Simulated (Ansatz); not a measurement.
Compare A (`BN(C)[SiH2]C`) with its isomer B (`CB(C)[SiH2]N`).

Program: Ansatz. Geometries: PBE0-D4/def2-TZVP. ΔE: electronic, gas phase. CCSD(T)/CBS adds triple-zeta CCSD(T) − MP2 to the extrapolated MP2 energy (def2 sets, frozen cores). Functionals use def2-TZVPP. Each species was taken in one conformer, which may not be the lowest.

A:

```xyz
15

B    -0.170   -1.416    1.539
N     0.108   -0.263    0.806
C     1.381    0.435    0.936
Si   -1.044    0.426   -0.326
C    -0.421    0.316   -2.081
H     0.655   -1.846    2.298
H    -1.228   -1.959    1.399
H     1.938    0.430   -0.007
H     1.994   -0.051    1.695
H     1.230    1.479    1.227
H    -2.327   -0.297   -0.170
H    -1.225    1.862    0.032
H    -1.148    0.758   -2.767
H    -0.267   -0.726   -2.374
H     0.523    0.851   -2.208
```

B:

```xyz
15

C     1.0049    0.4815   -1.3244
B     0.5951   -0.0962    0.0679
C     1.6792   -0.7171    1.0081
Si   -1.3294   -0.0389    0.7105
N    -2.5793    0.4551   -0.3848
H     1.9454    0.0893   -1.7228
H     1.1752    1.5561   -1.1430
H     0.2275    0.4340   -2.0908
H     1.4395   -0.7219    2.0741
H     1.7383   -1.7755    0.7057
H     2.6835   -0.3079    0.8602
H    -1.7221   -1.3979    1.1929
H    -1.3724    0.8805    1.8915
H    -2.5460    1.3730   -0.7991
H    -2.9394   -0.2142   -1.0459
```

**Question.** Which is lower in electronic energy at CCSD(T)/CBS, and by how much? (Best estimate.)

**Answer.** The calculation gave: A, by 84.2 kJ/mol.

**Question.** Give E(B) − E(A) in kJ/mol with HF/def2-TZVPP, r2SCAN-D4, CCSD(T)/def2-SVP, CCSD(T)/def2-TZVPP, ωB97M-V, BLYP-D4, B2PLYP. (Best estimate.)

**Answer.** Ansatz gave: HF/def2-TZVPP 88.9, r2SCAN-D4 75.0, CCSD(T)/def2-SVP 104.9, CCSD(T)/def2-TZVPP 87.9, ωB97M-V 84.8, BLYP-D4 84.7, B2PLYP 86.6. None reverses the order clearly.

**Question.** Does the order hold for the free energy at 298.15 K (harmonic terms from PBE0-D4)? (Estimate.)

**Answer.** Ansatz gave: Yes: G(B) − G(A) = +73.4 kJ/mol, for one conformer each. Modes under 60 cm⁻¹, often nearly free rotors, make the harmonic entropy too high.

Largest T1 diagnostic: 0.012.

Leaving LDA and LC-ωPBE aside and taking each functional with its dispersion term where it has one, the values, not all of them listed here, spread over 20.1 kJ/mol, from B97M-V to BHLYP-D4. LDA lies +8.7 kJ/mol from PBE without D4. At CCSD(T), def2-SVP lies +20.7 kJ/mol from the extrapolated value and def2-TZVPP +3.7 kJ/mol.
